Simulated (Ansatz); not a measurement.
CH₈OSSi₂ (`CO[SiH]([SiH3])S`). Total charge 0; spin multiplicity 1.

```xyz
13

C     1.494   -1.381    1.181
O     0.996   -0.243    0.509
Si   -0.316   -0.274   -0.476
Si   -0.593    1.906   -1.260
S    -2.096   -0.957    0.502
H     1.776   -2.168    0.473
H     0.750   -1.784    1.876
H     2.379   -1.082    1.744
H    -0.146   -1.297   -1.546
H    -1.650    1.917   -2.306
H    -1.028    2.771   -0.130
H     0.667    2.450   -1.832
H    -2.235    0.140    1.266
```

**Question.** List the harmonic frequencies (cm⁻¹, unscaled) at PBE0-D4/def2-TZVP in Ansatz. (Best estimate.)

**Answer.** Computed: 84, 89, 94, 110, 119, 223, 245, 295, 409, 499, 505, 538, 669, 778, 792, 864, 883, 934, 936, 1138, 1180, 1207, 1476, 1494, 1497, 2195, 2216, 2228, 2233, 2705, 3023, 3089, 3130.

**Question.** Is this a minimum?

**Answer.** Yes, all 33 modes are real.

**Question.** Give the ideal-gas thermochemistry at 298.15 K and 1 bar (rigid rotor, harmonic oscillator; point group C1, symmetry number 1).

**Answer.** Zero-point energy 226.6 kJ/mol; H(298) − E = 253.9 kJ/mol; entropy 401.1 J/(mol·K), of which translation 169.0, rotation 119.6, vibration 112.6; G(298) − E = 134.3 kJ/mol. Modes under 100 cm⁻¹ are hindered rotations or soft bends, so the harmonic entropy is rough.

**Question.** And at 400, 500, 600, 800 and 1000 K?

**Answer.** 
```
T (K)  H − E (kJ/mol)  S (J/mol/K)  G − E (kJ/mol)
  400           269.4        445.5            91.2
  500           286.7        484.1            44.7
  600           305.9        519.0            -5.5
  800           348.4        580.0          -115.6
 1000           395.4        632.4          -237.0
```
